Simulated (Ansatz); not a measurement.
# What each rung costs, and what it gives

The pair of SiH$_{4}$ (SMILES [SiH4], atoms 1–5) and SbH$_{3}$ (SMILES [SbH3], atoms 6–9), both closed shells, in one local arrangement (a lower one may exist), relaxed at PBE0-D4/def2-TZVP:

```
9
angstrom
Si -0.1322 0.0417 -1.8599
H 1.1994 0.6800 -1.7076
H -0.6441 0.2801 -3.2332
H -1.0751 0.6359 -0.8765
H -0.0183 -1.4175 -1.6148
Sb 0.2226 0.6593 2.2379
H 0.9567 -0.4929 1.2118
H -1.2527 -0.1993 2.2149
H 0.7438 -0.1873 3.6275
```

Interaction energies are counterpoise-corrected; the time is that of the whole pair.

Computed with Ansatz 0.2.0 (basis: as named in each row); correlated methods freeze the cores. Filled d shells of the heavier atoms are correlated. Core potentials replace the inner electrons of the atoms past krypton. The def2 sets are not built for correlating such inner shells, so the correlated values are less sure here. B3LYP uses VWN-RPA correlation. Extrapolation: Hartree–Fock as exp(−7.88 √X), correlation as X^−2.97.

Times are rough, for one single point on 4 threads of a shared host (Arm Neoverse V1).

The estimate by CCSD(T) at an estimated basis limit (MP2 extrapolated from triple and quadruple zeta, plus CCSD(T) − MP2 in triple zeta) is -0.051 eV.

```json
{"method": "SPW92", "basis": "def2-SVP", "time (s)": "under 1", "interaction energy (eV)": "-0.083", "method less estimate": "-0.032"}
{"method": "PBE-D4", "basis": "def2-SVP", "time (s)": "under 1", "interaction energy (eV)": "-0.064", "method less estimate": "-0.012"}
{"method": "PBE0-D4", "basis": "def2-SVP", "time (s)": "under 1", "interaction energy (eV)": "-0.060", "method less estimate": "-0.008"}
{"method": "CCSD(T)", "basis": "def2-SVP", "time (s)": "1", "interaction energy (eV)": "0.003", "method less estimate": "0.054"}
{"method": "PBE-D4", "basis": "def2-TZVPPD", "time (s)": "1", "interaction energy (eV)": "-0.067", "method less estimate": "-0.015"}
{"method": "revPBE-D4", "basis": "def2-TZVPPD", "time (s)": "1", "interaction energy (eV)": "-0.060", "method less estimate": "-0.009"}
{"method": "BLYP-D4", "basis": "def2-TZVPPD", "time (s)": "2", "interaction energy (eV)": "-0.056", "method less estimate": "-0.005"}
{"method": "PBE0-D4", "basis": "def2-TZVPPD", "time (s)": "2", "interaction energy (eV)": "-0.062", "method less estimate": "-0.010"}
{"method": "HSE06-D4", "basis": "def2-TZVPPD", "time (s)": "2", "interaction energy (eV)": "-0.061", "method less estimate": "-0.010"}
{"method": "B3LYP-D4", "basis": "def2-TZVPPD", "time (s)": "2", "interaction energy (eV)": "-0.060", "method less estimate": "-0.008"}
{"method": "r2SCAN-D4", "basis": "def2-TZVPPD", "time (s)": "2", "interaction energy (eV)": "-0.043", "method less estimate": "0.009"}
{"method": "wB97M-V", "basis": "def2-SVP", "time (s)": "3", "interaction energy (eV)": "-0.045", "method less estimate": "0.006"}
{"method": "B2PLYP", "basis": "def2-TZVPPD", "time (s)": "4", "interaction energy (eV)": "0.001", "method less estimate": "0.052"}
{"method": "wB97X-V", "basis": "def2-TZVPPD", "time (s)": "6", "interaction energy (eV)": "-0.049", "method less estimate": "0.002"}
{"method": "B97M-V", "basis": "def2-TZVPPD", "time (s)": "6", "interaction energy (eV)": "-0.050", "method less estimate": "0.001"}
{"method": "wB97M-V", "basis": "def2-TZVPPD", "time (s)": "6", "interaction energy (eV)": "-0.051", "method less estimate": "0.000"}
{"method": "MP2", "basis": "def2-QZVPPD", "time (s)": "10", "interaction energy (eV)": "-0.051", "method less estimate": "0.000"}
{"method": "CCSD(T)", "basis": "def2-TZVPPD", "time (s)": "60", "interaction energy (eV)": "-0.038", "method less estimate": "0.014"}
```

The T1 diagnostic stays at or below 0.015.
